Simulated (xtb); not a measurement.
A run for xtb: GFN2-xTB on PdN, 2S+1 = 4, a spin state set in the input, which need not be the lowest, a point of a bond scan (R = 1.961 Å).

```
$ xtb mol.xyz --gfn 2 --sp --chrg 0 --uhf 3
2

Pd     0.00000000     0.00000000     0.00000000
N      0.00000000     0.00000000     1.96093800
```

The head of its log:

```
[...]
           -------------------------------------------------
          |                Calculation Setup                |
           -------------------------------------------------



           -------------------------------------------------
          |                 G F N 2 - x T B                 |
           -------------------------------------------------

        Reference                      10.1021/acs.jctc.8b01176
      * Hamiltonian:
        H0-scaling (s, p, d)           1.850000    2.230000    2.230000
        zeta-weighting                 0.500000
      * Dispersion:
        s8                             2.700000
        a1                             0.520000
        a2                             5.000000
        s9                             5.000000
      * Repulsion:
        kExp                           1.500000    1.000000
        rExp                           1.000000
      * Coulomb:
        alpha                          2.000000
        third order                    shell-resolved
        anisotropic                    true
        a3                             3.000000
        a5                             4.000000
        cn-shift                       1.200000
        cn-exp                         4.000000
        max-rad                        5.000000


          ...................................................
          :                      SETUP                      :
          :.................................................:
          :  # basis functions                  14          :
          :  # atomic orbitals                  13          :
          :  # shells                            5          :
          :  # electrons                        15          :
          :  max. iterations                   250          :
          :  Hamiltonian                  GFN2-xTB          :
          :  restarted?                      false          :
          :  GBSA solvation                  false          :
          :  PC potential                    false          :
          :  electronic temp.          300.0000000     K    :
          :  accuracy                    1.0000000          :
          :  -> integral cutoff          0.2500000E+02      :
          :  -> integral neglect         0.1000000E-07      :
          :  -> SCF convergence          0.1000000E-05 Eh   :
          :  -> wf. convergence          0.1000000E-03 e    :
          :  Broyden damping             0.4000000          :
          :  net charge                          0          :
          :  unpaired electrons                  3          :
          ...................................................

 iter      E             dE          RMSdq      gap      omega  full diag
   1     -6.7940958 -0.679410E+01  0.274E+01    2.36       0.0  T
   2     -6.2550391  0.539057E+00  0.229E+01    4.11       1.0  T
```

Question: Give the final energy of this run.

Answer: -7.1764 hartree.
